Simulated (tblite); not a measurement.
Species: C6H13ClSi.
Atom-mapped SMILES: `[CH2:1]=[CH:2][SiH2:3][C@@:4]([CH3:5])([Cl:6])[CH2:7][CH3:8]` (hydrogens: H9, H10 on C1; H11 on C2; H12, H13 on Si3; H14, H15, H16 on C5; H17, H18 on C7; H19, H20, H21 on C8)

Geometry (GFN2-xTB, Å), atoms numbered from 1 in this order:
```
atom  x, y, z in Å
C1     3.2940   -0.5170    0.8648
C2     2.4679   -0.3921   -0.1622
Si3    1.2554    1.0224   -0.4033
C4    -0.5230    0.2835   -0.4571
C5    -1.5769    1.3375   -0.7415
Cl6   -0.4871   -0.8342   -1.8846
C7    -0.8353   -0.5459    0.7841
C8    -2.2118   -1.2042    0.7913
H9     3.3245    0.2109    1.6594
H10    3.9770   -1.3476    0.9633
H11    2.4845   -1.1569   -0.9299
H12    1.3208    1.9735    0.7131
H13    1.4828    1.6935   -1.6848
H14   -1.6687    1.9956    0.1206
H15   -2.5469    0.8884   -0.9455
H16   -1.2936    1.9374   -1.6035
H17   -0.0706   -1.3206    0.8809
H18   -0.7446    0.1141    1.6515
H19   -2.3655   -1.7731   -0.1228
H20   -3.0017   -0.4627    0.8805
H21   -2.2899   -1.8853    1.6356
```

Computed values, GFN2-xTB/tblite, gas phase, harmonic and unscaled. Against measured fundamentals such values can be off by several per cent, at times by over 20. Modes of hydrogen on silicon can be 10 to 20 % off. One conformer, not necessarily the lowest.

Harmonic wavenumbers (cm⁻¹): 30.5, 47.8, 93.2, 116.2, 155.4, 193.2, 214.9, 238.8, 279.6, 310.7, 323.8, 336.1, 381.5, 466.9, 520.1, 549.7, 596.1, 697.5, 721.6, 751.9, 766.1, 824.3, 907.2, 921.5, 1009.3, 1010.7, 1026.7, 1035.1, 1076.4, 1119.8, 1156.5, 1189.3, 1268.4, 1271.4, 1344.0, 1407.6, 1411.1, 1420.2, 1478.2, 1486.2, 1495.8, 1501.9, 1517.3, 1668.9, 2226.0, 2261.0, 2951.6, 2973.1, 3019.1, 3021.2, 3030.8, 3032.8, 3034.2, 3039.4, 3043.2, 3073.1, 3101.1.

A = 1852, B = 913.5, C = 866.6 MHz; mass 148.048 u (most abundant isotopes); point group C1, symmetry number 1.

What is the zero-point energy?

Half the sum of the wavenumbers: 37073 cm⁻¹ = 443.49 kJ/mol.

Entropy at 350 K, 1 bar (ideal gas, RRHO, classical rotation)?

Translation 174.52, rotation 126.57, vibration 181.66: S = 482.7 J/(mol K).

And Cp and H(350 K) − H(0)?

Cp = 207.71 J/(mol K), of which vibrations give 174.45 (their classical limit is 57 R = 473.9); H(350 K) − H(0) = 43.88 kJ/mol without the zero-point energy, 32.24 from vibrations.

Which modes carry the vibrational entropy at 350 K?

30.5 cm⁻¹: 25.58; 47.8 cm⁻¹: 21.86; 93.2 cm⁻¹: 16.34; 116.2 cm⁻¹: 14.54; 155.4 cm⁻¹: 12.18; 193.2 cm⁻¹: 10.45 J/(mol K); the other 51 give 80.72 together.

Blend soft modes into free rotors: weight 1/[1 + (100 cm⁻¹/ν̃)⁴] for the oscillator and the rest for a rotor with moment μB/(μ + B), μ = h/(8π²ν), B = 10⁻⁴⁴ kg m². What vibrational entropy results?

164.78 J/(mol K) in place of 181.66, which changes −T·S at 350 K by +5.91 kJ/mol.

Hindered rotation and anharmonicity are outside this model. Other conformers, if any are populated, would add a mixing term that is left out. The structure is chiral; the term R ln 2 for an equal mix with its mirror image is left out.

Time: 1.7 s wall. Hardware: one thread of an Arm Neoverse N1, shared host. The figure is for the frequency step alone.
